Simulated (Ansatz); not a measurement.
`[CH3][Mo]([F])(=[S])=[S]` + H–F → `[F][Mo]([F])(=[S])=[S]` + CH₄ at 700 K and 1 bar (ligand exchange at a Mo–C bond).

Program: Ansatz. Geometries: PBE0-D4/def2-TZVP. ΔE: electronic, gas phase. CCSD(T)/CBS is the MP2 limit (def2-TZVPP, def2-QZVPP) plus CCSD(T) − MP2 in def2-TZVPP, frozen cores. This one scheme is used for every species. def2 core potentials past Kr. For Mo outer-core shells are correlated without core-valence functions, which leaves a few kJ/mol of doubt a bond.

```json
{"species": "`[CH3][Mo]([F])(=[S])=[S]`", "CCSD(T)/CBS energy (Eh)": "-1003.45925", "H − E (kJ/mol)": "181.5", "S (J/(mol·K))": "468.2"}
{"species": "H–F", "CCSD(T)/CBS energy (Eh)": "-100.39570", "H − E (kJ/mol)": "45.2", "S (J/(mol·K))": "198.5"}
{"species": "`[F][Mo]([F])(=[S])=[S]`", "CCSD(T)/CBS energy (Eh)": "-1063.43174", "H − E (kJ/mol)": "79.5", "S (J/(mol·K))": "419.9"}
{"species": "CH₄", "CCSD(T)/CBS energy (Eh)": "-40.46206", "H − E (kJ/mol)": "145.9", "S (J/(mol·K))": "224.0"}
```

H − E and S are ideal-gas, rigid-rotor, harmonic terms from PBE0-D4/def2-TZVP. 1 Eh = 2625.50 kJ/mol, R = 8.31446 J/(mol·K).

Q: By hand: ΔE, ΔH, ΔS and ΔG.

A: ΔE = (-1063.43174) + (-40.46206) − (-1003.45925) − (-100.39570) = -0.03885 Eh = -102.0 kJ/mol. Δ(H − E) = 79.5 + 145.9 − 181.5 − 45.2 = -1.3, so ΔH = -103.3 kJ/mol. ΔS = 419.9 + 224.0 − 468.2 − 198.5 = -22.8 J/(mol·K). ΔG = -103.3 − 700 × (-22.8)/1000 = -87.3 kJ/mol.

Q: By hand: the equilibrium constant, and the temperature at which ΔG would vanish if ΔH and ΔS stayed fixed.

A: log₁₀ K = −ΔG/(RT ln 10) = 6.5. ΔG = 0 at ΔH/ΔS = 4531 K, far beyond where these terms or the molecules hold.

ΔH outweighs TΔS. A doubt of 5 kJ/mol in ΔE shifts log₁₀ K by 0.4 here. These are equilibria of isolated gas molecules and say nothing of rates. Largest T1 diagnostic: 0.025 (customary marks: 0.02 for closed shells, 0.045 for open ones).
